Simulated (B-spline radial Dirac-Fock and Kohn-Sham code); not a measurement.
# Se⁶⁺ 3d3/2: cross section and angular parameters

System: Se⁶⁺, [Ar] 3d10; threshold 155.1 eV (orbital energy of the model). Model: Dirac-Hartree-Slater photoionisation with a Latter tail; cross sections with all multipoles, angular parameters from the dipole term and its interference with E2. Program: a B-spline atomic structure program.

For linearly polarised light dσ/dΩ = σ/(4π) [1 + β P₂(cos θ) + (δ + γ cos²θ) sin θ cos φ], with θ from the polarisation vector and φ the angle between the beam and the projection of the electron momentum on the plane normal to the polarisation.

```
hν (eV)  σ (kb)      β       γ      δ
    203    2170  0.616  -0.013  0.016
    263    1440  0.875   0.006  0.021
    300    1110  0.971   0.021  0.024
    400     588  1.123   0.065  0.031
    439     470  1.154   0.086  0.033
    600     209  1.215   0.164  0.040
    621     190  1.218   0.175  0.042
    870    71.6  1.213   0.290  0.053
   1000    47.0  1.196   0.346  0.059
   1060    39.2  1.186   0.370  0.061
   1070    38.1  1.184   0.374  0.062
   1580    10.6  1.086   0.553  0.087
   2530    2.05  0.918   0.767  0.134
   2880    1.28  0.868   0.823  0.152
   3870   0.421  0.754   0.942  0.201
   3890       ?      ?       ?      ?
   4000   0.371  0.741   0.954  0.207
   4690   0.201  0.683   1.010  0.240
 5414.7   0.114  0.632   1.059  0.273
   6000  0.0760  0.596   1.092  0.298
   6730  0.0479  0.558   1.128  0.330
   7000  0.0409  0.545   1.139  0.341
```

**Question.** Give the values at 3890 eV.

**Answer.** σ = 0.413 kb, β = 0.752, γ = 0.944, δ = 0.202.

Values without a named source are computed, but for edge energies of neutral atoms, which are taken from tables.
